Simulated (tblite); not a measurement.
C4H6O4Zn (SMILES CC1[O][Zn]2([O]C(C)=[O]->2)<-[O]=1), singlet, at a GFN2-xTB geometry (such geometries of metal compounds can be far from the true shape); IPEA1-xTB (tblite).

Here is a job for tblite.
```
$ tblite run mol.xyz --method ipea1 --charge 0 --spin 0 --json tblite.json --no-restart

# file mol.xyz
15

Zn    -0.00213218    -0.00048230    -0.00043732
C      0.08934617     2.30448338    -2.97259434
C      0.06009732     1.38124227    -1.78941451
O     -0.46857821     0.24796281    -1.88649319
O      0.55172751     1.74434914    -0.69403404
H      0.96313590     2.94601111    -2.91637612
H      0.08149978     1.72611245    -3.89097181
H     -0.80395332     2.92537882    -2.93898522
C     -0.08766604    -2.30410334     2.97293894
C     -0.05001408    -1.37896146     1.79148265
O     -0.99391024    -0.57877535     1.58652740
O      0.91903789    -1.41166436     0.99569749
H      0.92365326    -2.51922243     3.30336872
H     -0.67811424    -1.86106568     3.76860234
H     -0.55905197    -3.23368843     2.65942406
```

### Question
Predict the main parts of the log of this tblite run.

### Answer

```
xTB calculator
 | screened Coulomb repulsion
 | Coulomb electrostatics
 |  * isotropic Klopman-Ohno-Mataga-Nishimoto electrostatics
 |  * onsite third-order electrostatics
 | DFT-D3(BJ) dispersion correction

halogen bonding energy    0.0000000000000E+00 Eh
repulsion energy          3.3365193353403E-01 Eh
dispersion energy        -4.9292305621255E-03 Eh
number of electrons       4.8000000000000E+01 e
integral cutoff           4.0000000000000E+01 bohr

------------------------------------------------------------
  cycle        total energy    energy error   density error
------------------------------------------------------------
      1     -31.49261402769  -3.1821337E+01   6.1982778E-01
      2     -32.16071523754  -6.6810121E-01   3.7448194E-01
      3     -32.43981801255  -2.7910278E-01   2.6363471E-01
      4     -32.72137665786  -2.8155865E-01   4.5591202E-02
      5     -32.73961335196  -1.8236694E-02   7.8784694E-03
      6     -32.73989847182  -2.8511985E-04   3.6130715E-03
      7     -32.73995372543  -5.5253619E-05   7.9256881E-04
      8     -32.73995406615  -3.4071833E-07   7.1642349E-04
      9     -32.73995908603  -5.0198728E-06   6.6035514E-05
     10     -32.73995909489  -8.8678718E-09   6.0140696E-05
     11     -32.73995912675  -3.1860239E-08   1.1820224E-05
------------------------------------------------------------

electronic energy        -3.3068681829726E+01 Eh
total energy             -3.2739959126754E+01 Eh

Post processing:
 | Mayer-Wiberg bond orders

[Info] JSON dump of results written to 'tblite.json'
```
